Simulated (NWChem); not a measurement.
All runs are NWChem calculations. System: pyrimidine (C₄H₄N₂), charge 0, spin multiplicity 1, at a geometry optimised with B3LYP/def2-SVP. Level: LDA (SVWN5)/def2-SVP.

NWChem printed:

```
             Northwest Computational Chemistry Package (NWChem) 7.3.0
             --------------------------------------------------------

                                NWChem Input Module
                                -------------------

 Scaling coordinates for geometry "geometry" by  1.889725989
 (inverse scale =  0.529177249)

 Turning off AUTOSYM since
 SYMMETRY directive was detected!

                             Geometry "geometry" -> ""
                             -------------------------

 Output coordinates in angstroms (scale by  1.889725989 to convert to a.u.)

  No.       Tag          Charge          X              Y              Z
 ---- ---------------- ---------- -------------- -------------- --------------
    1 C                    6.0000     0.00000000     0.00000000     1.35709700
    2 C                    6.0000    -1.18670600     0.00000000     0.62085900
    3 N                    7.0000    -1.19356500     0.00000000    -0.71445400
    4 C                    6.0000     0.00000000     0.00000000    -1.31246300
    5 N                    7.0000     1.19356500     0.00000000    -0.71445400
    6 C                    6.0000     1.18670600     0.00000000     0.62085900
    7 H                    1.0000     0.00000000     0.00000000     2.44907900
    8 H                    1.0000    -2.16226700     0.00000000     1.12241600
    9 H                    1.0000     0.00000000     0.00000000    -2.40966300
   10 H                    1.0000     2.16226700     0.00000000     1.12241600

 Effective nuclear repulsion energy (a.u.)     208.6267661958

            Nuclear Dipole moment (a.u.)
            ----------------------------
        X                 Y               Z
 ---------------- ---------------- ----------------
     0.0000000000     0.0000000000     0.0000075589

      Symmetry information
      --------------------

 Group name             C2v
 Group number             16
 Group order               4
 No. of unique centers     7

      Symmetry unique atoms

     1    2    3    4    7    8    9


 Summary of "ao basis" -> "" (spherical)
 ------------------------------------------------------------------------------
       Tag                 Description            Shells   Functions and Types
 ---------------- ------------------------------  ------  ---------------------
 *                          def2-svp                  on all atoms

                                 NWChem DFT Module
                                 -----------------

 Summary of "ao basis" -> "ao basis" (spherical)
 ------------------------------------------------------------------------------
       Tag                 Description            Shells   Functions and Types
 ---------------- ------------------------------  ------  ---------------------
 C                          def2-svp                 6       14   3s2p1d
 N                          def2-svp                 6       14   3s2p1d
 H                          def2-svp                 3        5   2s1p

 Summary of "ao basis" -> "ao basis" (spherical)
 ------------------------------------------------------------------------------
       Tag                 Description            Shells   Functions and Types
 ---------------- ------------------------------  ------  ---------------------
 C                          def2-svp                 6       14   3s2p1d
 N                          def2-svp                 6       14   3s2p1d
 H                          def2-svp                 3        5   2s1p

      Symmetry analysis of basis
      --------------------------

        a1         44
        a2         11
        b1         32
        b2         17

            General Information
            -------------------
          SCF calculation type: DFT
          Wavefunction type:  closed shell.
          No. of atoms     :    10
          No. of electrons :    42
           Alpha electrons :    21
            Beta electrons :    21
          Charge           :     0
          Spin multiplicity:     1
          Use of symmetry is: on ; symmetry adaption is: on
          Maximum number of iterations: 100
          AO basis - number of functions:   104
                     number of shells:    48
[...]
    26 a1         27 b1         28 a1         29 a1         30 b1
    31 a1

------------------------------------------------------------
EAF file 0: "./mol.aoints.0" size=524288 bytes
------------------------------------------------------------
               write      read    awrite     aread      wait
               -----      ----    ------     -----      ----
     calls:        1         0         0         0         0
   data(b): 5.24e+05  0.00e+00  0.00e+00  0.00e+00
   time(s): 0.00e+00  0.00e+00  0.00e+00  0.00e+00  0.00e+00
rate(mb/s): 0.00e+00  0.00e+00
------------------------------------------------------------

   convergence    iter        energy       DeltaE   RMS-Dens  Diis-err    time
 ---------------- ----- ----------------- --------- --------- ---------  ------
 d= 0,ls=0.0,diis     1   -261.7376737250 -4.70D+02  1.63D-02  1.15D+00     1.0
 d= 0,ls=0.0,diis     2   -261.6249895116  1.13D-01  1.05D-02  1.84D+00     1.2
 d= 0,ls=0.0,diis     3   -261.8030341314 -1.78D-01  3.74D-03  3.47D-01     1.3
 d= 0,ls=0.0,diis     4   -261.8362679728 -3.32D-02  1.85D-03  3.59D-02     1.4
 d= 0,ls=0.0,diis     5   -261.8402239049 -3.96D-03  6.87D-04  6.38D-03     1.5
  Resetting Diis
 d= 0,ls=0.0,diis     6   -261.8411733492 -9.49D-04  1.33D-04  2.60D-04     1.6
 d= 0,ls=0.0,diis     7   -261.8412087301 -3.54D-05  4.74D-05  2.87D-06     1.8
 d= 0,ls=0.0,diis     8   -261.8412078803  8.50D-07  2.94D-05  8.78D-06     1.9
 d= 0,ls=0.0,diis     9   -261.8412091032 -1.22D-06  6.02D-06  9.22D-07     2.0
 d= 0,ls=0.0,diis    10   -261.8412092107 -1.08D-07  1.24D-06  3.25D-08     2.1

         Total DFT energy =     -261.841209210690
      One electron energy =     -768.665334109897
           Coulomb energy =      332.780670522372
    Exchange-Corr. energy =      -34.583311818935
 Nuclear repulsion energy =      208.626766195770

 Numeric. integr. density =       42.000002919319

     Total iterative time =      1.8s

                  Occupations of the irreducible representations
                  ----------------------------------------------

                     irrep           alpha         beta
                     --------     --------     --------
                     a1               11.0         11.0
                     a2                1.0          1.0
                     b1                7.0          7.0
                     b2                2.0          2.0

                       DFT Final Molecular Orbital Analysis
                       ------------------------------------

 Vector   19  Occ=2.000000D+00  E=-2.768151D-01  Symmetry=b2
              MO Center=  9.1D-15,  1.1D-16,  2.9D-01, r^2= 2.7D+00
   Bfn.  Coefficient  Atom+Function         Bfn.  Coefficient  Atom+Function
  ----- ------------  ---------------      ----- ------------  ---------------
     5      0.384027   1 C  py               47     -0.319684   4 C  py
     8      0.257653   1 C  py               19      0.212293   2 C  py
    75      0.212293   6 C  py               50     -0.206154   4 C  py
    33      0.158876   3 N  py               61      0.158876   5 N  py
    22      0.120521   2 C  py               78      0.120521   6 C  py

 Vector   20  Occ=2.000000D+00  E=-2.549095D-01  Symmetry=a1
              MO Center=  8.0D-15, -4.0D-16, -7.8D-01, r^2= 3.1D+00
   Bfn.  Coefficient  Atom+Function         Bfn.  Coefficient  Atom+Function
  ----- ------------  ---------------      ----- ------------  ---------------
    34      0.266226   3 N  pz               62      0.266226   5 N  pz
    31      0.250641   3 N  s                59      0.250641   5 N  s
    32      0.204652   3 N  px               60     -0.204652   5 N  px
    30      0.202893   3 N  s                58      0.202893   5 N  s
    95     -0.201540   9 H  s                37     -0.179883   3 N  pz

 Vector   21  Occ=2.000000D+00  E=-2.125317D-01  Symmetry=b1
              MO Center= -1.3D-14, -2.0D-16, -5.4D-01, r^2= 3.3D+00
   Bfn.  Coefficient  Atom+Function         Bfn.  Coefficient  Atom+Function
  ----- ------------  ---------------      ----- ------------  ---------------
    32      0.373756   3 N  px               60      0.373756   5 N  px
    35     -0.270526   3 N  px               63     -0.270526   5 N  px
     7     -0.217466   1 C  px                4     -0.190399   1 C  px
    46      0.183619   4 C  px               34      0.140513   3 N  pz
    62     -0.140513   5 N  pz               90     -0.126573   8 H  s

 Vector   22  Occ=0.000000D+00  E=-8.788680D-02  Symmetry=a2
              MO Center= -6.6D-15,  5.4D-17,  1.3D-01, r^2= 3.0D+00
   Bfn.  Coefficient  Atom+Function         Bfn.  Coefficient  Atom+Function
  ----- ------------  ---------------      ----- ------------  ---------------
    22      0.389240   2 C  py               78     -0.389240   6 C  py
    19      0.373847   2 C  py               75     -0.373847   6 C  py
    36     -0.335791   3 N  py               64      0.335791   5 N  py
    33      0.317842   3 N  py               61     -0.317842   5 N  py
    52      0.033589   4 C  d -2             10     -0.032497   1 C  d -2

 Vector   23  Occ=0.000000D+00  E=-7.860992D-02  Symmetry=b2
              MO Center=  3.8D-16, -3.9D-16, -7.1D-02, r^2= 3.1D+00
   Bfn.  Coefficient  Atom+Function         Bfn.  Coefficient  Atom+Function
  ----- ------------  ---------------      ----- ------------  ---------------
     8      0.475945   1 C  py               47      0.432287   4 C  py
    50      0.427077   4 C  py                5      0.373948   1 C  py
    22     -0.259820   2 C  py               78     -0.259820   6 C  py
    19     -0.202054   2 C  py               75     -0.202054   6 C  py
    33      0.195788   3 N  py               61      0.195788   5 N  py

 Vector   24  Occ=0.000000D+00  E= 3.836611D-02  Symmetry=a1
              MO Center=  8.0D-14, -5.1D-17,  1.9D+00, r^2= 5.9D+00
   Bfn.  Coefficient  Atom+Function         Bfn.  Coefficient  Atom+Function
  ----- ------------  ---------------      ----- ------------  ---------------
    86      1.337662   7 H  s                 3     -0.948660   1 C  s
    91      0.946163   8 H  s               101      0.946163  10 H  s
    17     -0.547253   2 C  s                73     -0.547253   6 C  s
     9     -0.504065   1 C  pz               21      0.352227   2 C  px
    77     -0.352227   6 C  px                6     -0.243015   1 C  pz

 center of mass
 --------------
 x =  -0.00000000 y =   0.00000000 z =  -0.05361366

 moments of inertia (a.u.)
 ------------------
         288.148394589711           0.000000000000           0.000000000000
           0.000000000000         584.975077226151           0.000000000000
           0.000000000000           0.000000000000         296.826682636441

     Multipole analysis of the density
     ---------------------------------

     L   x y z        total         alpha         beta         nuclear
     -   - - -        -----         -----         ----         -------
     0   0 0 0     -0.000000    -21.000000    -21.000000     42.000000

     1   1 0 0     -0.000000     -0.000000     -0.000000      0.000000
     1   0 1 0     -0.000000     -0.000000     -0.000000      0.000000
     1   0 0 1      0.881905      0.440949      0.440949      0.000008

     2   2 0 0    -27.390398    -96.176811    -96.176811    164.963225
     2   1 1 0     -0.000000     -0.000000     -0.000000      0.000000
     2   1 0 1     -0.000000     -0.000000     -0.000000      0.000000
     2   0 2 0    -26.390088    -13.195044    -13.195044      0.000000
     2   0 1 1      0.000000      0.000000      0.000000      0.000000
     2   0 0 2    -22.972361    -96.265999    -96.265999    169.559638

 Task  times  cpu:        2.1s     wall:        2.1s

 Total times  cpu:        2.2s     wall:        2.2s
```

Question: Write an NWChem input that would produce this output.

Answer: This is not unique; one that fits is 
```
start mol
memory heap 200 mb stack 900 mb global 1100 mb
geometry units angstroms nocenter noautoz
  C      0.000000     0.000000     1.357097
  C     -1.186706     0.000000     0.620859
  N     -1.193565     0.000000    -0.714454
  C      0.000000     0.000000    -1.312463
  N      1.193565     0.000000    -0.714454
  C      1.186706     0.000000     0.620859
  H      0.000000     0.000000     2.449079
  H     -2.162267     0.000000     1.122416
  H      0.000000     0.000000    -2.409663
  H      2.162267     0.000000     1.122416
  symmetry group C2v
end
basis spherical
  * library def2-svp
end
dft
  xc slater vwn_5
  semidirect memsize 60000000 filesize 0
  iterations 100
end
task dft energy
```
